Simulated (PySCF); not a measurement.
`[n-]1cc(cn1)CC=C` (charge -1). Structure optimised with GFN2-xTB, isolated species.

```
atom  x, y, z in Å
C1     1.5091   -1.5161    1.3304
C2     0.5223   -1.3822    0.4583
C3     0.5508   -0.5094   -0.7494
C4    -0.4326    0.6069   -0.5326
C5    -1.7816    0.6631   -0.8884
N6    -2.3193    1.8207   -0.5071
N7    -1.3682    2.5432    0.1045
C8    -0.2404    1.8341    0.1047
H9     1.4084   -2.0994    2.2336
H10    2.4603   -1.0269    1.1870
H11   -0.4270   -1.8723    0.6429
H12    0.2569   -1.0844   -1.6371
H13    1.5598   -0.1118   -0.9060
H14   -2.3697   -0.0828   -1.4096
H15    0.6667    2.2254    0.5469
```

Task: What is the longest distance between nuclei?

Result: N6···H9, 6.06 Å; the next longest distance is 5.82 Å.

Task: Work out the bond lengths C2–H11, C3–C4, C5–N6, N7–C8, C8–H15 in pm.

Result: For C2–H11 the difference vector is (-0.9493, -0.4901, 0.1845) Å, of length 1.0842 Å. C2–H11 108.4; C3–C4 150.3; C5–N6 133.2; N7–C8 133.2; C8–H15 108.2 pm.

Task: Where is the centre of mass (commonest isotopes), and what is the radius of gyration?

Result: Mass 107.061 u; centre at (-0.435, 0.499, -0.078) Å; Rg = √(Σ m r²/M) = 2.078 Å. As Ia + Ib + Ic = 2 Σ m r², the three principal moments sum to 924.2 u·Å².

Task: How far are the heavy atoms from their best plane (unweighted least squares)?

Result: 0.431 Å rms; C1 0.42, C2 0.36, C3 0.79, C4 0.36, C5 0.20, N6 0.46, N7 0.10, C8 0.39 Å (magnitudes).

Task: Give the dihedral angles C3–C4–C5–N6, H12–C3–C4–C5, C2–C3–C4–C8, H12–C3–C4–C8.

Result: C3–C4–C5–N6 179° (antiperiplanar); H12–C3–C4–C5 28° (synperiplanar); C2–C3–C4–C8 87° (synclinal); H12–C3–C4–C8 -154° (antiperiplanar). Dihedral signs follow IUPAC: positive where, seen along the central bond, the front bond turns clockwise onto the rear one.

Task: What are the angles C1–C2–H11, C4–C3–H13, C4–C5–N6, N6–C5–H14, C4–C5–H14, C5–N6–N7?

Result: From the scalar product of the two bond vectors; for C1–C2–H11 it is -0.7103 Å² over 1.3237 × 1.0842 Å², cos θ = -0.4949. C1–C2–H11 119.7°; C4–C3–H13 110.7°; C4–C5–N6 110.6°; N6–C5–H14 121.1°; C4–C5–H14 128.3°; C5–N6–N7 108.2°.

Task: How far apart are these pairs, which share no bond: C2···C5, C2···C8, C2···H13, C4···N6, C5···H11, H9···H14, H11···H14?

Result: C2···C5 3.362 Å (3 bonds apart); C2···C8 3.324 Å (3 bonds apart); C2···H13 2.134 Å (2 bonds apart); C4···N6 2.244 Å (2 bonds apart); C5···H11 3.257 Å (4 bonds apart); H9···H14 5.623 Å (6 bonds apart); H11···H14 3.345 Å (5 bonds apart).

Task: Write the matrix of distances between heavy atoms (Å, lower triangle).

Result: 
```
C1    0.000
C2    1.324  0.000
C3    2.501  1.490  0.000
C4    3.428  2.419  1.503  0.000
C5    4.528  3.362  2.614  1.396  0.000
N6    5.401  4.389  3.705  2.244  1.332  0.000
N7    5.124  4.371  3.705  2.243  2.166  1.342  0.000
C8    3.973  3.324  2.617  1.396  2.175  2.167  1.332  0.000
```

Stationary, but not proved a minimum.

One conformer stands for the species.

All values are computed, not measured.
